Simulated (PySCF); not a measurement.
C4H3NO2S.
SMILES with atom numbers: `[O:1]=[CH:2][O:3][c:4]1[cH:5][n:6][cH:7][s:8]1` (hydrogens: H9 on C2; H10 on C5; H11 on C7)

Structure used (GFN2-xTB), in Å, numbered top down from 1:
```
atom  x, y, z in Å
O1     2.1974   -0.9504    1.0530
C2     2.3211   -0.4216   -0.0076
O3     1.3717    0.1508   -0.7468
C4     0.0662    0.1922   -0.3406
C5    -0.5608   -0.2706    0.7804
N6    -1.8893   -0.0280    0.8088
C7    -2.2957    0.5930   -0.2324
S8    -1.0667    0.9653   -1.4052
H9     3.2689   -0.3204   -0.5601
H10   -0.0938   -0.7875    1.5974
H11   -3.3135    0.8799   -0.4029
```

Method used: PBE0/pcSseg-1 in PySCF (dipole) on a GFN2-xTB geometry, gas phase.

Take the most abundant isotopes and a rigid rotor. The values belong to one conformer with, in the numbering `[O:1]=[CH:2][O:3][c:4]1[cH:5][n:6][cH:7][s:8]1`, O1–C2–O3–C4 0°, C2–O3–C4–C5 0°.

Problem. Give the principal moments of inertia and the rotational constants in GHz.

Solution. Ia = 117.93, Ib = 386.03, Ic = 503.96 u·Å²; 505379 MHz·u·Å²/I gives 4285, 1309 and 1003 MHz, that is A = 4.2853, B = 1.3092, C = 1.0028 GHz.

Problem. Classify the top.

Solution. An asymmetric top; Ray's κ = -0.813.

Problem. What does the inertial defect say?

Solution. Planar: Δ = Ic − Ia − Ib = 0.00 u·Å². For a rigid frame Δ = −2 Σ m c², so it vanishes when all atoms lie in the ab plane; here none is more than 0.01 Å from it.

Problem. Where do the levels up to J = 4 lie, in cm⁻¹?

Solution. Above 0(0,0):
J = 1: 1(0,1) 0.0771, 1(1,1) 0.1764, 1(1,0) 0.1866
J = 2: 2(0,2) 0.2306, 2(1,2) 0.3204, 2(1,1) 0.3511, 2(2,1) 0.6489, 2(2,0) 0.6496
J = 3: 3(0,3) 0.4590, 3(1,3) 0.5360, 3(1,2) 0.5973, 3(2,2) 0.8802, 3(2,1) 0.8840, 3(3,1) 1.4026, 3(3,0) 1.4026
J = 4: 4(0,4) 0.7602, 4(1,4) 0.8226, 4(1,3) 0.9246, 4(2,3) 1.1881, 4(2,2) 1.1991, 4(3,2) 1.7125, 4(3,1) 1.7127, 4(4,1) 2.4419, 4(4,0) 2.4419

Problem. Which lines would a microwave search look for?

Solution. The dipole components are |μa| = 0.42 D, |μb| = 2.70 D, |μc| = 0.00 D; the mirror of this Cs structure is the ab plane, so μc vanishes by symmetry and there are no c-type lines. Intensities carry the squares of the components, which stand as 0.02 : 1.00 (a : b). Some lines, for components of 0.1 D or more:

```tsv
type	branch	J(Ka,Kc)	MHz	lower level (cm⁻¹)
a	Q	1(1,0) ← 1(1,1)	306	0.176
a	Q	3(1,2) ← 3(1,3)	1837	0.536
b	Q	2(1,1) ← 2(0,2)	3611	0.231
b	R	5(1,4) ← 4(2,3)	4315	1.188
a	R	2(1,1) ← 1(1,0)	4930	0.187
a	R	3(2,1) ← 2(2,0)	7025	0.650
a	R	3(1,2) ← 2(1,1)	7381	0.351
b	Q	4(2,2) ← 4(1,3)	8230	0.925
b	R	3(1,3) ← 2(0,2)	9155	0.231
b	Q	2(2,1) ← 2(1,2)	9847	0.320
a	R	5(0,5) ← 4(0,4)	11143	0.760
a	R	5(4,2) ← 4(4,1)	11610	2.442
a	R	5(4,1) ← 4(4,0)	11610	2.442
a	R	5(3,3) ← 4(3,2)	11627	1.712
b	R	5(1,5) ← 4(0,4)	12577	0.760
b	R	2(2,1) ← 1(1,0)	13859	0.187
b	Q	3(3,1) ← 3(2,2)	15660	0.880
b	R	4(2,3) ← 3(1,2)	17714	0.597
b	R	5(2,4) ← 4(1,3)	19411	0.925
b	R	4(2,2) ← 3(1,3)	19880	0.536
b	Q	5(4,2) ← 5(3,3)	21850	2.100
b	R	3(3,1) ← 2(2,0)	22574	0.650
b	R	5(2,3) ← 4(1,4)	23213	0.823
b	Q	5(5,1) ← 5(4,2)	28117	2.829
```

Problem. Estimate the classical rotational partition function at 100 K, 200 K and 500 K.

Solution. Point group Cs, symmetry number σ = 1; q = (√π/σ)·√((kT/h)³/(ABC)), k/h = 20836.6 MHz/K: 71100 at 100 K, 201000 at 200 K, 795000 at 500 K.

Stationary, but not proved a minimum. Zero-point vibration and centrifugal distortion are left out. Quadrupole hyperfine structure (14N) is left out.
